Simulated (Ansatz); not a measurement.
Total energies of BCl2HO, SMILES `OB(Cl)Cl`.

```xyz
5

O    -0.556   -0.801   -0.495
B    -0.064    0.255    0.169
Cl   -1.176    1.356    0.941
Cl    1.671    0.545    0.274
H     0.125   -1.355   -0.889
```

Charge 0, multiplicity 1. All single points use the PBE0-D4/def2-TZVP geometry. It is one conformer, not always the lowest. Basis def2-TZVPP, Ansatz.

RPA on PBE orbitals: Hartree–Fock energy of these orbitals -1019.29794 Eh, correlation -1.13047 Eh (frozen core).

```tsv
functional	energy without D4 (Eh)	D4 term (kJ/mol)
LDA (SPW92)	-1017.50490	–
revPBE	-1021.08513	-34.3
BLYP	-1021.25840	-25.4
r2SCAN	-1021.17660	-2.5
B97M-V	-1021.03989	–
PBE0	-1020.87214	-9.4
HSE06 (plane-wave form)	-1020.85194	-8.8
BHLYP	-1021.24015	-14.4
CAM-B3LYP	-1021.27670	-9.6
LC-ωPBE	-1020.97072	–
ωB97X-V	-1021.11928	–
ωB97M-V	-1021.21568	–
B2PLYP	-1020.95843	–
PBE-QIDH	-1020.69326	–
```

Q: Give the same for PBE, B3LYP, r2SCANh, r2SCAN0. (Estimate.)

A: Computed: 
```csv
functional,energy without D4 (Eh),D4 term (kJ/mol)
PBE,-1020.79392,-11.2
B3LYP,-1021.31976,-18.5
r2SCANh,-1021.16858,-2.7
r2SCAN0,-1021.15737,-3.0
```

B3LYP takes the VWN-RPA correlation (the form of Gaussian; ORCA's B3LYP/G). HSE06 is the plane-wave form, built on full-range PBE exchange. The double hybrids freeze the cores in their second-order part.

LC-ωPBE has ω = 0.4 bohr⁻¹.
